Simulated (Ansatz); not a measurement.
The first iterations of a band of BCl2F + H2 (6 atoms, charge 0, multiplicity 1).

Method: RKS PBE0/def2-SVP (Ansatz 0.2.0).

- movable images: 5
- climbing image: yes
- spring: 5.0 eV/Å²
- optimiser: quadratic models (default)
- start path: through a guess of the saddle point
- force threshold: 0.05 eV/Å
- iteration limit: 60
- end points: relaxed

Image 0:

```xyz
6
Properties=species:S:1:pos:R:3
B -0.036 0.540 0.109
Cl -0.009 0.996 1.791
F 1.088 0.225 -0.487
Cl -1.522 0.505 -0.803
H -0.251 -2.570 0.568
H -0.099 -2.345 1.279
```

Image 6:

```xyz
6
Properties=species:S:1:pos:R:3
B -0.116 -0.358 -0.625
Cl -0.056 -0.140 2.560
F 1.067 0.198 -0.732
Cl -1.535 0.603 -0.966
H -0.215 -1.529 -0.373
H 0.027 -1.423 2.592
```

| iteration | highest image above the first end (eV) | largest band force component (eV/Å) |
| --- | --- | --- |
| 1 | 2.972 | 5.482 |
| 2 | 1.729 | 2.307 |
| 3 | 1.550 | 3.732 |
| 4 | 1.425 | 2.097 |
| 5 | 1.357 | 1.361 |
| 6 | 1.448 | 2.999 |
| 7 | 1.446 | 1.633 |
| 8 | 1.405 | 0.541 |
| 9 | 1.462 | 0.463 |
| 10 | 1.472 | 0.706 |
| 11 | 1.469 | 0.293 |
| 12 | 1.464 | 0.363 |
| 13 | 1.464 | 0.134 |
| 14 | 1.464 | 0.381 |
| 15 | 1.464 | 0.267 |
| 16 | 1.464 | 0.057 |
| 17 | 1.464 | 1.345 |

Problem. Does the band converge within its limit, and where does its top end?

Solution. It converged. It ended after 52 iterations with the highest image 1.464 eV above the first end. A vibrational analysis at the climbing image gives one clearly imaginary mode, 867i cm⁻¹: a first-order saddle point. The orbitals stay closed-shell, which can raise the energy where a bond breaks towards radicals; this wasn't checked here.

Time of the run: 9.6 min on 1 thread of Arm Neoverse V2 (shared host), peak memory 0.14 GiB.
